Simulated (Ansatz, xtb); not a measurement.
C5H7F3O: 3 structures ranked

3 gas-phase structures of C5H7F3O, from a drawn sample of its isomers (lower ones may exist). Each was relaxed with GFN2-xTB:

A. `COC1(C(F)(F)F)CC1`, a singlet
B. `CO[C@@H]1C[C@@H]1C(F)(F)F`, a singlet
C. `CO[C@@H]1C[C@H]1C(F)(F)F`, a singlet

Q: Make a reasoned guess at their ranking by r2SCAN-D4/def2-SVP single-point energy.

A: Calculated order at r2SCAN-D4/def2-SVP: C (0.000), A (0.058), B (0.063) eV. Less than 1 kcal/mol parts A and B, so the order within that pair means little.

Energies above the lowest of each column, in eV; the last columns are at B3LYP/def2-SVP geometries:

```tsv
structure	GFN2-xTB	HF/STO-3G	r2SCAN-D4/def2-SVP	B3LYP/def2-SVP	CCSD(T)/def2-SVP + ΔMP2/def2-TZVPP
C	0.000	0.000	0.000	0.000	0.000
A	0.075	0.077	0.058	0.085	0.058
B	0.063	0.056	0.063	0.079	0.103
```

Every level run on C puts it lowest or level with the lowest. Flexible structures stand in one conformer each, not always the lowest. ΔMP2 is the change of the MP2 energy from the smaller to the larger basis.

Programs: Ansatz 0.2.0, xtb 6.7.1.
